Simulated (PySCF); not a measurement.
Molecule: SMILES CC(C)B(F)F, C₃H₇BF₂.

Geometry:
```csv
atom,x (Å),y (Å),z (Å)
C1,-1.011,-0.919,0.335
C2,0.039,-0.066,-0.392
C3,1.412,-0.145,0.267
B4,-0.501,1.397,-0.528
F5,0.096,2.439,0.025
F6,-1.613,1.657,-1.197
H7,-0.693,-1.973,0.386
H8,-1.987,-0.884,-0.170
H9,-1.157,-0.574,1.372
H10,0.111,-0.450,-1.428
H11,1.382,0.243,1.297
H12,1.771,-1.185,0.315
H13,2.163,0.444,-0.281
```

Spin–spin couplings on one PBE0-D3(BJ)/def2-SVP geometry, PySCF, gas phase, non-relativistic, equivalent pairs averaged (spin–dipole term only in couplings to heteroatoms); isotopes $^{13}$C, $^{1}$H, $^{11}$B, $^{19}$F; basis pcJ-1.

**Question.** How do the couplings (Hz) change with the functional? Times are CPU seconds on 1 thread of an Arm Neoverse V2, shared host.

**Answer.** 
```
functional  functions  $^{1}J$(C1,H7)  $^{1}J$(C2,H10)  $^{1}J$(C2,B4)  $^{1}J$(C1,C2)  $^{1}J$(B4,F5)  $^{2}J$(C2,F5)  $^{2}J$(H7,H8)  core-s
        HF        232           161.3            146.9           106.1            59.3            -5.4            37.7           -28.9      28
       LDA        232           101.7             92.7            62.4            19.2          -184.5            20.9            -8.8      17
       PBE        232           121.9            111.0            75.1            27.6          -183.0            26.7           -12.5      25
       KT2        232           128.1            115.9            64.5            19.5          -216.6            19.8           -17.2      27
      PBE0        232           126.0            114.9            79.5            32.1          -141.9            28.6           -14.6      37
     B97-2        232           120.5            108.7            80.3            31.5          -139.7            27.7           -12.6      33
 BHandHLYP        232           143.7            131.0            89.8            41.6           -94.4            32.5           -17.3      41
 CAM-B3LYP        232           131.1            119.3            81.1            33.6          -135.0            29.6           -14.4      45
```
